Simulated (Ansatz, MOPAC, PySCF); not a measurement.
Constitutional and geometric isomers with formula CH4B2O. All species are isolated molecules in the gas phase. One relaxed conformer stands for each flexible species; it need not be the lowest. Strings in code marks are SMILES.

Quantity: vertical ionisation energy (energy after one electron is removed minus that of the parent at the parent's geometry), in eV. The restricted reference of `C=BBO` is unstable towards unrestricted orbitals.

Level 1: frozen-core CCSD(T)/cc-pVTZ // B3LYP-D3(BJ)/def2-TZVP (Ansatz, a first-principles code)
Level 2: PBE-D3(BJ)/def2-TZVP // B3LYP-D3(BJ)/def2-TZVP (PySCF)
Level 3: minus the HOMO energy of HF/STO-3G // B3LYP-D3(BJ)/def2-TZVP (PySCF)
Level 4: minus the HOMO energy of PM7 // B3LYP-D3(BJ)/def2-TZVP (MOPAC)

```
species       level 1  level 2  level 3  level 4
------------  -------  -------  -------  -------
`[H]/B=C/OB`     8.87     8.79     6.73     9.10
`OC1BB1`         9.23     9.19     6.57     9.04
`BOB=C`          8.40     8.50     6.13     8.72
`C=BBO`          9.19     9.17     6.97     9.53
`B1BOC1`        10.11     9.76     8.88     9.66
`BBC=O`          9.67     9.39     8.44     9.73
`BB1CO1`        10.37    10.17     9.05    10.59
```
